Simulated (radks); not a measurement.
Initial-state core-level shifts of the arsenic ion As3+ when its valence configuration changes from [Ar] 3d10 4s2. Method: scalar-relativistic Kohn-Sham, BLYP, spin-unpolarised, spherical densities, finite nucleus; Fermi nuclear charge, rms radius 4.0968 fm; computed with a radial shooting solver on a logarithmic mesh with Libxc functionals. Shifts are changes of the shell-averaged eigenvalues in eV (positive: less bound); the change of the density at the nucleus, which sets a Mossbauer isomer shift, is in e/bohr^3, on a base of 3.603e+04.

| valence | 1s | 2p | 3s | 3p | density at nucleus |
|---|---|---|---|---|---|
| 3d10 4s1 4p1 | -1.597 | -1.547 | -1.590 | -1.581 | -28.673 |
| 3d10 4s0.5 4p1.5 | -2.377 | -2.304 | -2.369 | -2.356 | -43.427 |
| 3d9 4s2 4p1 | -14.335 | -15.589 | -12.748 | -12.508 | +13.781 |
| 3d10 4s1.5 4p0.5 | -0.805 | -0.779 | -0.800 | -0.796 | -14.194 |
| 3d10 4p2 | -3.146 | -3.049 | -3.137 | -3.120 | -58.447 |
| 3d9.5 4s1.5 4p1 | -7.835 | -8.418 | -7.101 | -6.976 | -8.313 |
| 3d9.5 4s2 4p0.5 | -7.058 | -7.663 | -6.328 | -6.208 | +6.732 |
| 3d8 4s2 4p2 | -29.525 | -32.203 | -25.828 | -25.354 | +28.788 |
| 3d8 4s1.5 4p2.5 | -30.220 | -32.887 | -26.523 | -26.045 | +11.153 |
